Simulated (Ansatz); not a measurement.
Frontier orbitals of `ClB(Br)Br`.

The species carries charge 0 and has multiplicity 1. Correlated methods include outer-core shells of Br, which these sets cover unevenly. Scalar relativity is left out up to krypton. The structure was optimised at the PBE0-D4/def2-TZVP level. Basis def2-TZVPP, the Gaussian-basis code of Ansatz.

```csv
functional,HOMO (eV),LUMO (eV),gap (eV)
PBE,-7.13,-2.82,4.31
revPBE,-7.08,-2.72,4.36
BLYP,-6.95,-2.62,4.33
PBE0,-8.45,-1.97,6.48
r2SCAN0,-8.67,-1.83,6.84
BHLYP,-9.58,-0.89,8.69
CAM-B3LYP,-9.76,-0.82,8.94
ωB97M-V,-10.65,0.10,10.75
```

From PBE to PBE0 the HOMO moves by −1.32 eV and the LUMO by +0.85 eV, and with ωB97M-V by −3.51 and +2.92 eV, so the gap grows from 4.31 to 10.75 eV with exact exchange. A positive LUMO is unbound and depends on the basis.
